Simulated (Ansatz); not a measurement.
Energy difference R1 → P1 + P2, each structure at its B3LYP-D3(BJ)/def2-TZVP stationary point, reached from a drawn start (curvature not checked).
R1: O3S (SMILES O=S(=O)=O), charge 0, multiplicity 1.
P1: O atom, charge 0, multiplicity 3.
P2, SO2 (SMILES O=S=O) (charge 0, multiplicity 1):
```xyz
3

S      0.000     0.000     0.488
O      0.000     1.239    -0.244
O      0.000    -1.239    -0.244
```

P less R. No zero-point or thermal terms; singlets are restricted closed shells; open shells are unrestricted; no spin–orbit coupling.

Programs: Ansatz (Gaussian basis) for Hartree–Fock, density functionals and correlated methods. Each number belongs to the level named beside it.

Question: One of these levels gives 3.134 eV for the reaction energy. Which one is it?
(A) HF/cc-pV(D+d)Z
(B) BHLYP/def2-TZVPP
(C) r2SCAN/def2-TZVPP

Answer: B, BHLYP/def2-TZVPP. The others give 0.993 (HF/cc-pV(D+d)Z), 3.965 (r2SCAN/def2-TZVPP)

Ansatz is an electronic-structure program.
